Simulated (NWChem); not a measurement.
# C$_{2}$H$_{4}$O$_{3}$Si; SMILES [Si]1(O)(C=CO1)O

```xyz
10

O      1.2534     1.3858     0.2188
Si    -0.0293     0.3505     0.1109
O     -1.3588     1.2917    -0.0865
C     -0.2236    -1.1960     1.0801
C      0.0183    -1.7994    -0.1001
O      0.2476    -0.8579    -1.1053
H      2.1259     0.9852     0.0943
H     -1.2044     2.1514    -0.5044
H     -0.4482    -1.6387     2.0382
H      0.0614    -2.8423    -0.4081
```
Atoms are numbered in this order, from 1.

Computed with NWChem. Pople sets run with spherical d functions. Coordinates come from a B3LYP/6-31G* (spherical d) optimisation. Level: B3LYP/6-31G* with SMD (1 M gas to 1 M solution), gas-phase geometry. Reactions with the solvent are ignored.

For solvent toluene:

```
Quantity                                     Value
-------------------------------------------  -----
solvation free energy (kcal/mol)              -4.8
cavity-dispersion-structure term (kcal/mol)   -1.2
dipole in solution (D)                        1.61
```

Question: Estimate the same quantities for solvent water.

Answer: 
- solvation free energy (kcal/mol): -10.0
- cavity-dispersion-structure term (kcal/mol): 3.6
- dipole in solution (D): 1.90
